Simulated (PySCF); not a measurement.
An isoelectronic set: 53 electrons

MP2 in PySCF with x2c-SVPall on every atom, spin-free X2C, for the lowest determinant that a PBE0 search found; no spin–orbit coupling. All have 53 electrons, 7 of them in the valence shells, and the same state, a doublet (π ↑). For ions De leads to the atom and ion picked by measured ionisation energies and electron affinities.

```csv
species,difference of nuclear charges,Re (Å),ωe (cm⁻¹),k (mdyn/Å),De (eV),dissociates to
KSe,15,2.988,196,0.591,1.99,K + Se
KBr⁺,16,3.468,83.8,0.108,0.27,K⁺ + Br
SrS⁺,22,2.596,326,1.47,2.23,Sr⁺ + S
HI⁺,52,1.625,2294,3.10,2.92,H + I⁺
```

Which member of the whole set has the stiffest bond, and how does it compare with the softest?

HI⁺ with k = 3.10 mdyn/Å, 29 times that of KBr⁺.

Correlated steps freeze the inner cores (14 to 18 orbitals); shallow outer-core shells are correlated. Weak bonds: KBr⁺. Basis-set superposition, not corrected here, can be much of De in a small basis, most of all at correlated wavefunction levels. These are scalar-relativistic numbers at best; spin–orbit coupling would shift them, the dissociation energy most. For an ion De counts to the pair picked by the measured ionisation energies or electron affinities, which need not be the lowest pair at this level. States were picked by a PBE0 search and need not be the measured ground states.
